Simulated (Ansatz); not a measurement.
CH$_{5}$FGeSSi, SMILES `[F][GeH]1[CH2][SiH2][S]1`. Total charge 0; spin multiplicity 1. The geometry is a stationary point of PBE0-D4/def2-TZVP.

```xyz
10

F    -0.828   -0.071   -2.561
Ge   -1.027    0.403   -0.898
C     0.716    0.657   -0.056
Si    0.477   -0.844    1.059
S    -1.499   -1.362    0.366
H    -2.102    1.497   -0.925
H     1.524    0.559   -0.782
H     0.814    1.608    0.470
H     0.471   -0.512    2.507
H     1.455   -1.935    0.819
```

(1) What is the dipole moment at r2SCAN/def2-TZVPP? (Estimate.)

(2) And with PBE, B3LYP, ωB97M-V? (Estimate.)

(3) Give the Mulliken charges with r2SCAN, PBE, ωB97M-V in def2-TZVPP. (Estimate.)

Answers

(1) The calculation gave: 2.76 D, with components (1.26, 1.94, 1.50) D in this frame, pointing from negative to positive charge.

(2) Computed: PBE 2.64 D, B3LYP 2.79 D, ωB97M-V 2.78 D.

(3) The calculation gave: 
```
atom  r2SCAN    PBE  ωB97M-V
  F1   -0.37  -0.33    -0.37
 Ge2    0.69   0.62     0.63
  C3   -0.41  -0.38    -0.51
 Si4    0.41   0.29     0.29
  S5   -0.39  -0.34    -0.33
  H6   -0.01  -0.01     0.03
  H7    0.12   0.13     0.16
  H8    0.11   0.12     0.15
  H9   -0.07  -0.05    -0.02
 H10   -0.07  -0.05    -0.02
```

B3LYP here is the variant with VWN-RPA as its local correlation; programs differ in this.
